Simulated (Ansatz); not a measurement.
Ansatz results at the PBE0-D4/def2-TZVP geometry: LUMO energy (PBE/def2-TZVPP) -4.21 eV; LUMO energy (PBE0/def2-TZVPP) -3.38 eV; HOMO energy (PBE/def2-TZVPP) -5.53 eV.

Each molecule was computed in one conformer, which needn't be the lowest.

Problem. Which molecule gave them?
A. `C1OCO1`
B. `[AlH2][O][GaH2]`
C. `BC(B)C`
D. `CB(O)C=[Se]`

Solution. D. The others give `[AlH2][O][GaH2]`: -2.06, -1.24, -6.71; `C1OCO1`: -0.12, 1.02, -5.71; `BC(B)C`: -2.82, -1.82, -7.34.
